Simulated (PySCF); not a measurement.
NMR data simulated for an unnamed compound:

¹H NMR (600 MHz, computed): δ 6.71 (m, 1H), 6.56 (m, 1H), 5.46 (m, 2H), 5.08 (m, 1H), 4.83 (m, 1H), 4.41 (m, 1H).

¹³C{¹H} NMR (computed): δ 158.3 (CH), 151.2 (CH), 109.1 (CH), 96.4 (CH2), 84.5 (CH2).

[PySCF 2.14.0 with density-fitted response routines: geometry from GFN2-xTB; PBE0/pcSseg-1 with gauge-including orbitals; in vacuum; non-relativistic; one averaged value for each set of equivalent atoms; one conformer]

Referencing at the same level of theory: TMS for ¹H (σ = 31.72 ppm) and ¹³C (σ = 186.93 ppm).

Which of these does the molecule contain: a non-aromatic C=C double bond, a vinyl group CH=CH2, a C≡C triple bond, a (CH3)2CH unit, a CF3 group?

Answers


- A non-aromatic C=C double bond: yes.
- A vinyl group CH=CH2: yes (δC 96.4, 158.3; δH 4.83 (m), 4.41 (m), 6.56 (m)).
- A C≡C triple bond: no.
- A (CH3)2CH unit: no.
- A CF3 group: no.

The data belong to `C(/C=C/OC=C)F`, C₅H₇FO; they needn't prove each group on their own.

Carbon signals by region: 3 in the sp2 and nitrile region (100–160 ppm), 2 at 50–100 ppm.

Splittings by ¹⁹F in the carbon and heteronuclear signals aren't shown, as no couplings were computed. Shifts are as computed. Against solution values, carbons near 30 ppm lie about +3 ppm off and those near 130 ppm about +5 ppm (rms about the fit 2.1 ppm; single classes can miss by 10 ppm). Of 1328 compounds with measured shifts, 309 miss one by over three times the rms of a fit or turn the order of signals round; such compounds aren't used in these exercises. Signals without a measured value on file couldn't be tested in this way; 1H shifts scatter by 0.2 ppm about their fit, and single ones miss by 0.5 ppm. No couplings were computed; multiplicities are counted from neighbouring protons, with m where these are inequivalent, close in shift, in a saturated or five-membered ring or joined by F or P, and br s for small geminal =CH2 splittings.
